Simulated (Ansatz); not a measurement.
Calculated with Ansatz (gas phase, PBE0-D4/def2-TZVP geometries, no zero-point term in ΔE). CBS: MP2 limit from def2 TZ/QZ plus the TZ coupled-cluster correction, frozen cores. This one scheme is used for every species. DFT in def2-TZVPP. B3LYP here is the variant with VWN-RPA as its local correlation; programs differ in this. def2 core potentials past Kr. For Sn outer-core shells are correlated without core-valence functions, which leaves a few kJ/mol of doubt a bond. One conformer a species, not always the lowest.

`OBF` + `[OH][SnH3]` → `OB[O][SnH3]` + H–F  (ligand exchange at a B–F bond)

`OBF`:

Z-matrix (Å, degrees):
```
B
O 1 1.344
F 1 1.332 2 120.3
H 1 1.192 2 120.1 3 -180.0
H 2 0.963 1 113.4 3 -0.0
```

`[OH][SnH3]`:

Z-matrix (Å, degrees):
```
Sn
O 1 1.970
H 1 1.709 2 108.5
H 1 1.698 2 103.1 3 119.8
H 1 1.709 2 108.5 3 -120.5
H 2 0.959 1 113.2 3 60.0
```

`OB[O][SnH3]`:

Z-matrix (Å, degrees):
```
Sn
O 1 1.992
H 1 1.701 2 107.9
H 1 1.702 2 101.7 3 -118.5
H 1 1.701 2 107.9 3 123.0
B 2 1.339 1 121.4 3 -61.4
O 6 1.375 2 118.9 1 0.0
H 6 1.203 2 120.6 1 180.0
H 7 0.958 6 113.6 2 180.0
```

H–F:

Cartesian coordinates in Å:
```
F -0.242 -0.209 -0.331
H 0.242 0.209 0.331
```

(1) Is it downhill or uphill in electronic energy at CCSD(T)/CBS, and by how much? (Estimate.)

(2) What do these levels give: PBE-D4, PBE0-D4, B3LYP-D4, B2PLYP, PBE0, HF/def2-TZVPP, MP2/def2-TZVPP, SCS-MP2/def2-TZVPP, CCSD/def2-TZVPP, CCSD(T)/def2-TZVPP, HF/CBS(def2), CCSD/CBS(def2)? (Estimate.)

Largest T1 diagnostic among the species: 0.014.

## Answers

(1) Computed: Downhill: ΔE = -5.8 kJ/mol.

(2) Computed: PBE-D4 1.5, PBE0-D4 -0.4, B3LYP-D4 1.8, B2PLYP 4.5, PBE0 3.9, HF/def2-TZVPP 10.8, MP2/def2-TZVPP -5.4, SCS-MP2/def2-TZVPP -1.4, CCSD/def2-TZVPP -1.6, CCSD(T)/def2-TZVPP -3.6, HF/CBS(def2) 10.3, CCSD/CBS(def2) -3.8 kJ/mol.

In def2-TZVPP, CCSD(T) changes the Hartree–Fock value by −14.4 kJ/mol (the triples alone add −2.0 kJ/mol) and MP2 by −16.1 kJ/mol. The D4 term adds −7.8 kJ/mol with B3LYP and −4.3 kJ/mol with PBE0; it sums over pairs of atoms, weighted by their polarisabilities, and B3LYP, whose exchange is more repulsive, gets the larger term.
